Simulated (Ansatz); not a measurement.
Ti(NH2)F3 (TiNF₃H₂). Charge 0, multiplicity 1. Geometry PBE0-D4/def2-SVP.

Cartesian coordinates in Å:
```
Ti 0.1355 0.1073 -0.6955
N -0.2263 -0.2114 1.0800
H -1.1573 -0.2231 1.4907
H 0.4851 -0.3593 1.7926
F -1.2925 -0.2872 -1.6012
F 1.5381 -0.8213 -1.1353
F 0.5174 1.7950 -0.9313
```

The 6-31G sets use Cartesian d functions.

Problem. Estimate the orbital energies around the gap (eV) in Ansatz with HF/STO-3G, HF/6-31G, r2SCAN-D4/def2-TZVP, PBE0-D4/def2-TZVP, CAM-B3LYP-D4/def2-TZVP.

Solution. 
```tsv
orbital	HF/STO-3G	HF/6-31G	r2SCAN-D4/def2-TZVP	PBE0-D4/def2-TZVP	CAM-B3LYP-D4/def2-TZVP
HOMO−5	-13.17	-17.81	-10.90	-12.46	-14.07
HOMO−4	-12.68	-17.37	-10.52	-12.08	-13.68
HOMO−3	-12.39	-17.33	-10.43	-11.99	-13.60
HOMO−2	-12.31	-17.02	-10.24	-11.72	-13.30
HOMO−1	-11.61	-16.27	-10.17	-11.66	-13.18
HOMO	-8.75	-12.31	-7.39	-8.57	-10.04
LUMO	8.89	1.55	-3.28	-2.34	-1.21
LUMO+1	9.80	1.72	-2.84	-1.95	-0.85
LUMO+2	9.93	1.83	-1.93	-1.05	-0.01
LUMO+3	10.13	2.45	-1.67	-0.87	0.13
LUMO+4	10.50	2.54	-1.48	-0.63	0.40
LUMO+5	12.01	2.58	-0.09	-0.11	0.45
```
